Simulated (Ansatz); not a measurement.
A run for Ansatz (a quantum-chemistry and plane-wave program): U-PBE/aug-cc-pVTZ on BeH2Se (SMILES [BeH][SeH]), a point of a bond scan (R = 1.591 Å).

Ansatz 0.2 input:
```yaml
crystal:
  periodic: [false, false, false]
  atoms:
    - {symbol: Be, position_ang: [-0.68973544, -0.76066788, -1.41803736]}
    - {symbol: H, position_ang: [-1.31317691, -1.45723446, -2.70516215]}
    - {symbol: Se, position_ang: [0.09181580, 0.16025393, 0.22400564]}
    - {symbol: H, position_ang: [0.84647439, -1.06482192, 0.54659910]}
basis:
  gaussian:
    orbitals: aug-cc-pVTZ
hamiltonian:
  xc: {name: PBE}
magnetization: {spin_polarized: true, initial_magnetization: 0}
```

Output:

```
WARN ansatz: RAYON_NUM_THREADS=1 ignored (pool sized by the plan → 1); use --threads N
Functional definition: PBE
integrals: 0.05 GiB planned
749 factors; their error is unknown
mean field: 0.58 GiB planned
mean field evaluation 1: about -65773.1287 eV, gradient 1.2e1 eV
mean field evaluation 2: about -65773.2867 eV, gradient 1.1e1 eV
mean field evaluation 4: about -65774.1588 eV, gradient 5.8e-1 eV
mean field evaluation 8: about -65774.1263 eV, gradient 2.5e-1 eV
mean field evaluation 16: about -65774.1265 eV, gradient 2.0e-5 eV
mean field -65774.12645456 eV, -2417.1545639009 hartree, gradient 2.0e-5 eV, S^2 0.000000; 0 other end points of the search recorded, 0 dependent functions left out
reference -65774.12650806 eV, -2417.1545658670 hartree; 20, 20 occupied and 131, 131 virtual orbitals, 749 factors
Total energy: -65774.12650806 eV, -2417.1545658670 hartree
```

The run converged.

Cost: about 4 core-seconds (a rough figure).
